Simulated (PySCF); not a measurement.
**S+: excitation energy**

S+ [Ne] 3s2 3p3 (4S) → S+ [Ne] 3s2 3p2 3d1 (high-spin determinant), as a difference of total energies. Calculation: PySCF 2.14, in dyall-acv3z; the spin-free X2C one-electron Hamiltonian (Gaussian nucleus). Correlated levels: valence: [Ne] frozen; virtual orbitals above 40 to 60 times the deepest correlated orbital energy dropped. The calculations carry no spin-orbit coupling.

```json
{"method": "UHF", "excitation energy (cm⁻¹)": "116990"}
{"method": "MP2 (valence)", "excitation energy (cm⁻¹)": "114810"}
{"method": "SCS-MP2 (valence)", "excitation energy (cm⁻¹)": "114470"}
{"method": "CCSD (valence)", "excitation energy (cm⁻¹)": "115180"}
{"method": "CCSD(T) (valence)", "excitation energy (cm⁻¹)": "112010"}
```

A first-order spin-orbit estimate (lowest level to lowest level, LS coupling) adds -0.039 eV.

The promoted electron is Rydberg-like, and one or two diffuse shells describe it only roughly, which tends to raise the upper state.

The coupled-cluster amplitudes are large for the upper state (T1 above 0.03 or a double amplitude above 0.15), so a single reference is strained.

The determinant of the upper state mixes LS terms, which raises its energy above the lowest term, most at the Hartree-Fock and MP2 levels.
